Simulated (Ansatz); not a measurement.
Isolated molecules relaxed with PBE0-D4/def2-TZVP in Ansatz; ΔE leaves out vibrations. CBS: MP2 limit from def2 TZ/QZ plus the TZ coupled-cluster correction, frozen cores. This one scheme is used for every species. DFT in def2-TZVPP. B3LYP here is the variant with VWN-RPA as its local correlation; programs differ in this. One conformer a species, not always the lowest.

Consider the hydrogenolysis of the Si–C bond: `CN[SiH2]CN` + H₂ → `CN[SiH3]` + CH₃NH₂.

```csv
level,ΔE (kcal/mol)
PBE-D4,-5.6
r2SCAN,-6.7
B3LYP,-10.3
SCS-MP2/def2-QZVPP,-7.3
```

**Question.** What does CCSD(T)/CBS give? (An estimate is asked.)

**Answer.** The calculation gave: -6.4 kcal/mol. The listed levels differ from it by 0.8, -0.3, -3.9, -0.9 kcal/mol.

Largest T1 diagnostic among the species: 0.010.

The D4 term adds +3.4 kcal/mol with B3LYP and +2.0 kcal/mol with PBE0; it sums over pairs of atoms, weighted by their polarisabilities, and B3LYP, whose exchange is more repulsive, gets the larger term. In def2-TZVPP, CCSD(T) changes the Hartree–Fock value by +7.2 kcal/mol (the triples alone add +1.3 kcal/mol) and MP2 by +8.5 kcal/mol.
